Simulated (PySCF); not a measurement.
boron atom (B), doublet; CCSD(T)/pcseg-1 (PySCF).

PySCF was given this input:
```python
from pyscf import gto, scf, cc

mol = gto.Mole()
mol.atom = '''
    B     0.00000000    0.00000000    0.00000000
'''
mol.basis = 'pcseg-1'
mol.spin = 1
mol.verbose = 4
mol.build()

mf = scf.UHF(mol)
mf.kernel()

mycc = cc.CCSD(mf)
mycc.level_shift = 0.2
mycc.kernel()
et = mycc.ccsd_t()
print('E(CCSD(T)) = %.10f' % (mycc.e_tot + et))
```

Write the output that PySCF gives for this input, abridged.


```
PySCF version 2.14.0

[INPUT] verbose = 4
[INPUT] num. atoms = 1
[INPUT] num. electrons = 5
[INPUT] charge = 0
[INPUT] spin (= nelec alpha-beta = 2S) = 1
[INPUT] symmetry False subgroup None
[INPUT] Mole.unit = angstrom
[INPUT] Symbol           X                Y                Z      unit          X                Y                Z       unit  Magmom
[INPUT]  1 B      0.000000000000   0.000000000000   0.000000000000 AA    0.000000000000   0.000000000000   0.000000000000 Bohr   0.0

nuclear repulsion = 0
number of shells = 3
number of NR pGTOs = 25
number of NR cGTOs = 14
basis = pcseg-1
ecp = {}

******** <class 'pyscf.scf.uhf.UHF'> ********
method = UHF
initial guess = minao
damping factor = 0
level_shift factor = 0
DIIS = <class 'pyscf.scf.diis.CDIIS'>
diis_start_cycle = 1
diis_space = 8
diis_damp = 0
SCF conv_tol = 1e-09
SCF conv_tol_grad = None
SCF max_cycles = 50
direct_scf = True
direct_scf_tol = 1e-13
number electrons alpha = 3  beta = 2
Set gradient conv threshold to 3.16228e-05
init E= -24.3249767944277

cycle= 1 E= -24.4936997533438  delta_E= -0.169  |g|= 0.106  |ddm|= 0.685
cycle= 2 E= -24.5131093857284  delta_E= -0.0194  |g|= 0.0429  |ddm|= 0.241
cycle= 3 E= -24.5168911062877  delta_E= -0.00378  |g|= 0.0153  |ddm|= 0.12
cycle= 4 E= -24.5174740363574  delta_E= -0.000583  |g|= 0.00276  |ddm|= 0.0674
cycle= 5 E= -24.5174914219619  delta_E= -1.74e-05  |g|= 0.000415  |ddm|= 0.0135
cycle= 6 E= -24.5174917324526  delta_E= -3.1e-07  |g|= 5.01e-05  |ddm|= 0.00183
cycle= 7 E= -24.5174917361577  delta_E= -3.71e-09  |g|= 1.11e-06  |ddm|= 0.000182
cycle= 8 E= -24.5174917361588  delta_E= -1.15e-12  |g|= 9.63e-08  |ddm|= 3.13e-06
Extra cycle  E= -24.5174917361589  delta_E= -3.55e-15  |g|= 3.03e-08  |ddm|= 1.54e-07
converged SCF energy = -24.5174917361589  <S^2> = 0.75288653  2S+1 = 2.0028845

******** <class 'pyscf.cc.uccsd.UCCSD'> ********
CC2 = 0
CCSD nocc = (np.int64(3), np.int64(2)), nmo = (14, 14)
max_cycle = 50
direct = 0
conv_tol = 1e-07
conv_tol_normt = 1e-06
diis_space = 6
diis_start_cycle = 0
diis_start_energy_diff = 1e+09
Init t2, MP2 energy = -0.0355609826611326
Init E_corr(UCCSD) = -0.0355609826611333
cycle = 1  E_corr(UCCSD) = -0.0440273619683893  dE = -0.00846637931  norm(t1,t2) = 0.0442417
cycle = 2  E_corr(UCCSD) = -0.0483460548238408  dE = -0.00431869286  norm(t1,t2) = 0.0268271
cycle = 3  E_corr(UCCSD) = -0.0545454362312648  dE = -0.00619938141  norm(t1,t2) = 0.0169669
cycle = 4  E_corr(UCCSD) = -0.0544508634500678  dE = 9.45727812e-05  norm(t1,t2) = 0.00246106
cycle = 5  E_corr(UCCSD) = -0.0545829996491519  dE = -0.000132136199  norm(t1,t2) = 0.000397539
cycle = 6  E_corr(UCCSD) = -0.0545166190866126  dE = 6.63805625e-05  norm(t1,t2) = 0.000145654
cycle = 7  E_corr(UCCSD) = -0.0545416337735503  dE = -2.50146869e-05  norm(t1,t2) = 5.83166e-05
cycle = 8  E_corr(UCCSD) = -0.0545353391604496  dE = 6.2946131e-06  norm(t1,t2) = 1.86102e-05
cycle = 9  E_corr(UCCSD) = -0.0545356218477737  dE = -2.82687324e-07  norm(t1,t2) = 2.40822e-06
cycle = 10  E_corr(UCCSD) = -0.0545356169004314  dE = 4.94734235e-09  norm(t1,t2) = 8.66655e-07
UCCSD converged
E(UCCSD) = -24.57202735305928  E_corr = -0.05453561690043139
UCCSD(T) correction = -0.000770874376660407
E(CCSD(T)) = -24.5727982274
```
